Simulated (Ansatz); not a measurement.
Abridged output of a molecular run in Ansatz:

```
Functional definition: HF
744 factors; integrals over basis functions are off by at most 1.2e-3 eV
mean field evaluation 1: about -72190.1670 eV, gradient 2.7e1 eV
mean field evaluation 2: about -72190.2091 eV, gradient 2.7e1 eV
mean field evaluation 4: about -72191.9937 eV, gradient 2.4e0 eV
mean field evaluation 8: about -72192.0191 eV, gradient 1.5e-1 eV
mean field evaluation 16: about -72191.9664 eV, gradient 4.0e-1 eV
mean field -72192.01916631 eV, -2653.0077708536 hartree, gradient 6.8e-6 eV, S^2 0.000000; 0 other end points of the search recorded, 0 dependent functions left out
11 core orbitals not correlated: weight in the atoms' cores, before any rotation towards them, 1.000 or more for the frozen orbitals, at most 0.000 for the correlated occupied ones
reference -72192.01916631 eV, -2653.0077708536 hartree; 14, 14 occupied and 50, 50 virtual orbitals, 744 factors
second order -13.26546368 eV of doubles, -0.00000000 eV of singles
cycle   1  -13.50306925 eV  change   -2.4e-1 eV  update   7.2e-2
cycle   2  -13.80566155 eV  change   -3.0e-1 eV  update   2.1e-2
cycle   3  -13.85657814 eV  change   -5.1e-2 eV  update   1.1e-2
cycle   4  -13.84752771 eV  change    9.1e-3 eV  update   3.3e-3
cycle   5  -13.84896865 eV  change   -1.4e-3 eV  update   1.2e-3
cycle   6  -13.84846179 eV  change    5.1e-4 eV  update   3.1e-4
cycle   7  -13.84836111 eV  change    1.0e-4 eV  update   8.6e-5
cycle   8  -13.84838013 eV  change   -1.9e-5 eV  update   3.8e-5
cycle   9  -13.84837271 eV  change    7.4e-6 eV  update   1.2e-5
perturbative correction -0.34908299 eV, -0.0128285632 hartree
Total energy: -72206.21662201 eV, -2653.5295177273 hartree
```

Its atoms:

Z-matrix (Å, degrees):
```
N
B 1 1.380
H 1 1.006 2 123.3
H 1 1.006 2 122.1 3 180.0
Br 2 1.931 1 119.6 3 -0.0
H 2 1.190 1 122.0 3 180.0
```

Which basis set was used?
A. def2-QZVPP
B. def2-SVPD
C. def2-TZVPP
D. def2-SVP

D. It gives 75 functions.

Write the keys of the input that set method, charge and spin (a neutral closed shell needs none for the last two).


```yaml
correlation: {method: ccsd_t}
```
